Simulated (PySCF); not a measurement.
A GIAO shielding run with PySCF 2.14.0 with density-fitted response routines (density fitting, non-relativistic, gas phase) on SMILES C#C[SiH2][Si@](C)(C=C)C[SiH3], C6H14Si3:

```
$ OMP_NUM_THREADS=1 python probes_run.py task.json out

{"job": {"kind": "nmr", "xc": "PBE0", "basis": "pcSseg-1"}, "charge": 0, "multiplicity": 1}
C      0.449934     3.006333     2.451079
C      0.141136     2.682451     1.334690
Si    -0.323822     2.120982    -0.367997
Si    -0.396232    -0.206616    -0.400459
C     -0.443967    -0.870571    -2.188371
C     -1.934760    -0.820073     0.522478
C     -2.957513    -1.460349    -0.022046
C      1.119428    -0.963437     0.499825
Si     2.807685    -0.698313    -0.325135
H      0.719245     3.302654     3.424838
H     -1.606080     2.783413    -0.661281
H      0.677502     2.722288    -1.263691
H     -0.426525    -1.956519    -2.211249
H     -1.341132    -0.543938    -2.706296
H      0.410255    -0.517261    -2.758476
H     -1.976353    -0.608985     1.585736
H     -2.980629    -1.698048    -1.073157
H     -3.817806    -1.780768     0.546806
H      0.959980    -2.034588     0.634446
H      1.159470    -0.537238     1.503354
H      2.843812    -1.367311    -1.629363
H      3.040941     0.736859    -0.508215
H      3.870679    -1.263979     0.512797
```

Hardware: 1 thread of an Arm Neoverse N1, shared host. The job also computes population analyses, field gradients.

Q: How large is the calculation?

A: 92 electrons, 244 basis functions and 1333 auxiliary functions.

Q: How long does it take, and how much memory does it need?

A: 2.3 min of wall time, with 14 SCF cycles and 5 response iterations; peak memory 1.2 GiB. Times on a shared host scatter by some tens of per cent.
